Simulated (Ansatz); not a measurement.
Reactions of BrGaH$_{2}$OS, SMILES `[OH][Ga]([SH])[Br]`.

Computed with Ansatz on PBE0-D4/def2-TZVP structures; ΔE is electronic, products minus reactants. CCSD(T)/CBS is the MP2 limit (def2-TZVPP, def2-QZVPP) plus CCSD(T) − MP2 in def2-TZVPP, frozen cores. This one scheme is used for every species, atoms too. For atomizations the MP2-based limit and the directly extrapolated one differ by several kJ/mol either way, and by 10 to 25 for some Ge, Se and Sn compounds, so smaller differences from it don't rank the levels. No spin–orbit coupling; open shells (•) take unrestricted orbitals. Spin–orbit coupling would lower the free atoms: a little for O, S; clearly for Br, Ga. Bonds to Br, Ga are less sure, by a few kJ/mol each and by 10 to 20 or more in all where they break to atoms, as the def2 sets lack core-valence functions. Scalar relativity is left out up to krypton. One conformer a species, not always the lowest.

**Question.** Order these by ΔE at CCSD(T)/CBS, lowest first. (An estimate is asked.)
A. `[OH][Ga]([SH])[Br]` + H₂ → `[OH][GaH][SH]` + HBr
B. `[OH][Ga]([SH])[Br]` + CH₃OH → `C[O][Ga]([SH])[Br]` + H₂O
C. `[OH][Ga]([SH])[Br]` + H–F → `[OH][Ga]([F])[SH]` + HBr
D. `[OH][Ga]([SH])[Br]` + H₂ → `[OH][GaH][Br]` + H₂S
E. `[OH][Ga]([SH])[Br]` → `[SH][Ga][Br]`• + `[OH]`•
F. `[OH][Ga]([SH])[Br]` + H₂S → `[SH][Ga]([SH])[Br]` + H₂O
G. `[OH][Ga]([SH])[Br]` → Br• + Ga• + 2 H• + O• + S•
H. `[OH][Ga]([SH])[Br]` + H₂O → `[OH][Ga]([OH])[Br]` + H₂S

**Answer.** F (-0.44 eV), B (-0.08 eV), H (+0.34 eV), C (+0.46 eV), D (+0.63 eV), A (+1.06 eV), E (+4.68 eV), G (+19.05 eV).

Largest T1 diagnostic: 0.014, for `[OH][GaH][SH]`.
